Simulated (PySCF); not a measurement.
## Excitation energy of Ge by level of theory

Ge [Ar] 3d10 4s2 4p2 (3P) → Ge [Ar] 3d10 4s1 4p2 4d1 (high-spin determinant), as a difference of total energies. All numbers are calculated (PySCF 2.14, a scalar-relativistic core potential, in aug-cc-pVQZ-PP with ECP10MDF (7s6p5d3f2g, 89 functions)). Correlated levels: valence: 3s2 3p6 3d10 frozen. The calculations carry no spin-orbit coupling.

```json
{"method": "UHF", "excitation energy (eV)": "10.852"}
{"method": "LDA", "excitation energy (eV)": "12.989"}
{"method": "PBE0", "excitation energy (eV)": "12.398"}
{"method": "r2SCAN", "excitation energy (eV)": "12.441"}
{"method": "HSE06", "excitation energy (eV)": "12.424"}
{"method": "M06-2X", "excitation energy (eV)": "12.597"}
{"method": "CAM-B3LYP", "excitation energy (eV)": "13.044"}
{"method": "MP2 (valence)", "excitation energy (eV)": "11.904"}
```

Q: Estimate what PBE gives.

A: 12.596 eV, closest to M06-2X among the rows shown.

Q: Estimate what SCS-MP2 (valence) gives.

A: 12.257 eV, closest to PBE0 among the rows shown.

The upper state lies above the first ionisation limit, but in LS coupling its spin forbids autoionisation to the ground ion.

The promoted electron is Rydberg-like, and one or two diffuse shells describe it only roughly, which tends to raise the upper state.

The determinant of the upper state mixes LS terms, which raises its energy above the lowest term, most at the Hartree-Fock and MP2 levels.
